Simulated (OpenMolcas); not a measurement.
Sr II: effect of the active space

```json
{"Program": "OpenMolcas 26.06", "Method": "XMS-CASPT2, IPEA 0.25 Eh, imaginary shift 0.1 Eh", "Basis": "ANO-RCC-VTZP", "Scalar Hamiltonian": "DKH2, point nucleus", "Spin-orbit coupling": "RASSI with atomic mean-field integrals over the reference wave functions, term energies averaged over their components"}
```

A. 1 electron in 4 orbitals (5s 5p); 2S+1 = 2 even, 1 root; 2S+1 = 2 odd, 3 roots; closed shells correlated: 4s 4p; CASPT2 step roughly 0.5 core-seconds
B. 1 electron in 9 orbitals (4d 5s 5p); 2S+1 = 2 even, 6 roots; 2S+1 = 2 odd, 3 roots; closed shells correlated: 4s 4p; CASPT2 step roughly 1.3 core-seconds

Energies in cm⁻¹ above 5s ²S_1/2, the measured ground level; measured values from NIST Handbook of Basic Atomic Spectroscopic Data.

| Level | A | B | Measured |
| --- | --- | --- | --- |
| 5s ²S_1/2 | 0.0 | 0.0 | 0.0 |
| 5p ²P°_1/2 | 23560 | 23980 | 23715 |
| 5p ²P°_3/2 | 24090 | 24510 | 24517 |

Deviations, from unrounded energies. A percentage is the sum of absolute deviations over the sum of measured energies, with the sign that they share, or ± where signs differ.

```json
{"Against measurement": "mean absolute deviation (cm-1)", "Levels": "2", "A": "290", "B": "140"}
{"Against measurement": "other configurations (%)", "Levels": "2", "A": "-1.2", "B": "±0.6"}
```

B lies closest to measurement on these levels. The largest miss of B in the table is 5p ²P°_1/2, by +270 cm-1. The ranking rests on the paired levels alone, and a cruder setting can come out closer through cancelling errors.

Between A and B the level of the table that moves most is 5p ²P°_3/2, by 420 cm-1 (lowest in A, highest in B). Moves below CASPT2's spread within the term are not significant.

ANO sets are built for ground and valence states and can reach diffuse excited orbitals poorly. With one active electron, CASPT2 adds the correlation within the correlated inactive shells and between them and that electron, and leaves the splitting within a term as the reference gives it. Computed and measured levels are paired by configuration, term and J; levels that our copy of the source lacks, or whose pairing is in doubt (as where it misses far off the trend of its configuration), stay unpaired and out of the deviations. Only configurations of the active space appear. Levels that lie high or do not pair safely by name in every column are left out.

° marks odd parity.
